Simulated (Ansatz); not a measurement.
Gas-phase electronic energies from Ansatz, PBE0-D4/def2-TZVP geometries. CCSD(T)/CBS is the MP2 limit (def2-TZVPP, def2-QZVPP) plus CCSD(T) − MP2 in def2-TZVPP, frozen cores. For Ge outer-core shells are correlated without core-valence functions, which leaves a few kJ/mol of doubt a bond. Scalar relativity is left out up to krypton. One conformer a species, not always the lowest.

Reaction (redistribution): `FB[O][GeH3]` + `N[SiH2]B(F)F` → `FBB(F)F` + `N[SiH2][O][GeH3]`

```
           species  CCSD(T)/CBS(def2) energy (Eh)
     `FB[O][GeH3]`                    -2278.39547
    `N[SiH2]B(F)F`                     -570.70466
         `FBB(F)F`                     -349.71808
`N[SiH2][O][GeH3]`                    -2499.36698
```

(1) Work out ΔE.

Largest T1 diagnostic among the species: 0.014.

Results:

(1) ΔE = (-349.71808) + (-2499.36698) − (-2278.39547) − (-570.70466) = 0.01507 Eh = +39.6 kJ/mol.

From PBE to PBE0 (25 % exact exchange), in def2-TZVPP and without D4, ΔE moves by −4.0 kJ/mol. In def2-TZVPP, CCSD(T) changes the Hartree–Fock value by +10.0 kJ/mol (the triples alone add +1.9 kJ/mol) and MP2 by +7.3 kJ/mol.
